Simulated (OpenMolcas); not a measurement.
Computed transition rates of Sc²⁺

| Property | Result |
| --- | --- |
| Program | OpenMolcas |
| Method | SS-CASPT2, IPEA 0.25 Eh, imaginary shift 0.1 Eh (closed shells correlated: 3s 3p) |
| Basis | ANO-R3 [7s5p5d3f2g] |
| Scalar Hamiltonian | X2C, finite nucleus |
| Active space | 1 electron in 6 orbitals (3d 4s) |
| State averaging | 2S+1 = 2 even, 6 roots |
| Spin-orbit coupling | state interaction with AMFI integrals over the reference wave functions, term energies averaged over their components |

Rates come from the transition moments of the reference wave functions (E1 and E2 in the length form). At fixed line strength A goes as λ^-3 for E1 and M1 and as λ^-5 for E2, so a rate at the computed wavelength can be rescaled to the measured one. Measured vacuum wavelengths follow from level energies in Sugar and Corliss, J. Phys. Chem. Ref. Data 9, 473 (1980). Branching counts decays inside the model space alone, at computed energies, and the table is only a selection of the E2 and M1 lines, drawn from those between levels with measured partners whose computed energy lies within a factor of 1.5 of the measured one.

```tsv
Upper	Lower	Type	λ computed (nm)	λ measured (nm)	A computed (s-1)	A rescaled (s-1)	Branching %
3d ²D_5/2	3d ²D_3/2	M1	48360	50600	9.58e-05	8.36e-05	100.0
4s ²S_1/2	3d ²D_5/2	E2	397.2	394.6	1.18e+01	1.22e+01	59.0
4s ²S_1/2	3d ²D_3/2	E2	393.9	391.6	8.19e+00	8.43e+00	41.0
```

The largest correction is for 3d ²D_5/2 → 3d ²D_3/2 (M1): 9.58e-05 × (48360 / 50600)^3 = 8.36e-05 s-1, a factor of 0.87.

The computed rate and branching of 3d ²D_5/2 → 3d ²D_3/2 give the upper level a radiative lifetime of 1.000 / 9.58e-05 s-1 = 1.04e+04 s, counting decays inside the model space alone. The rescaled rate gives about 1.2e+04 s.

These are rates of the free ion; in crystals, glasses and complexes forced electric-dipole and non-radiative decay shorten such lifetimes by orders of magnitude. No measured rate stands beside these. Rescaling mends the energy factor alone: line strengths can still be far off where a level mixes with configurations outside the active space, and weak or spin-changing lines hang on small mixing coefficients that depend on the term gaps too, so rescaling need not improve them.

With one active electron, CASPT2 adds the correlation within the correlated inactive shells and between them and that electron, and leaves the splitting within a term as the reference gives it. Measured partners are found by configuration, term and J. A level has none where our copy of the source lacks it or the pairing is in doubt (some pairs that miss far off the trend of their configuration count as doubtful). Only configurations of the active space appear.
